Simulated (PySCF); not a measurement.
## NMR data sheet: C6H5N2P

```yaml
Formula: C6H5N2P
SMILES: Cc1pccnc1C#N
Point_group_of_the_computed_structure: Cs
Carbon_signals: 6
Proton_signals: 3
```

Numbering as in the mapped SMILES `[CH3:1][c:2]1[p:3][cH:4][cH:5][n:6][c:7]1[C:8]#[N:9]`. Hydrogens are named by the atom that carries them.

PySCF calculation with coordinates at the GFN2-xTB level and GIAO PBE0/pcSseg-1 shieldings; one conformer, in vacuum, no relativistic terms, one averaged value for each set of equivalent atoms.

δ = σ(ref) − σ, references computed at the same level: TMS for ¹H (31.72 ppm), ¹³C (186.93 ppm); H3PO4 for ³¹P (318.38 ppm); NH3 for ¹⁵N (267.73 ppm).

```tsv
carbon	δC, type	δH (multiplicity)	HMBC from (2–3 bonds)	span of the C tensor (ppm)
C1	27.1, CH3	3.14 (m)	–	33
C2	179.5, C	–	H(C4), H(C1)	352
C4	160.6, CH	8.99 (m)	H(C5)	326
C5	154.3, CH	9.31 (m)	H(C4)	230
C7	141.6, C	–	H(C5), H(C1)	199
C8	121.4, C	–	–	340
```

Other nuclei:
| atoms | nucleus | environment | δ (ppm) | σ (ppm) |
| --- | --- | --- | --- | --- |
| P3 | ³¹P | phosphorus bonded to 2 C, in a 6-membered ring | 268.2 | 50.2 |
| N6 | ¹⁵N | pyridine-type ring nitrogen | 365.9 | -98.2 |
| N9 | ¹⁵N | nitrile nitrogen | 322.0 | -54.3 |

δC 154.3: aromatic CH next to a ring nitrogen; the adjacent pyridine-type nitrogen withdraws density from it. δC 141.6: substituted aromatic carbon next to a ring nitrogen. δC 121.4: nitrile carbon; this is the usual window of a C≡N carbon, which has no attached hydrogen. δH 9.31: hydrogen on an aromatic CH next to a ring nitrogen; ring current plus the neighbouring ring nitrogen. δH 8.99: hydrogen on an aromatic CH; aromatic region.

Splittings by ³¹P in the carbon and heteronuclear signals aren't shown, as no couplings were computed. Shifts are as computed. Against solution values, carbons near 30 ppm lie about +3 ppm off and those near 130 ppm about +5 ppm. Of 1211 compounds with measured shifts, 218 miss one by over three times the rms of a fit or turn the order of signals round; such compounds aren't used in these exercises. Experimental scales use liquid or dissolved standards, which lie at an offset from isolated NH3 (liquid NH3: subtract about 20 ppm) and H3PO4. Unscaled 15N shifts of sp2 nitrogen come out 20 to 40 ppm too high even then. No couplings were computed; multiplicities are counted from neighbouring protons, with m where these are inequivalent, close in shift, in a saturated or five-membered ring or joined by F or P, and br s for small geminal =CH2 splittings.
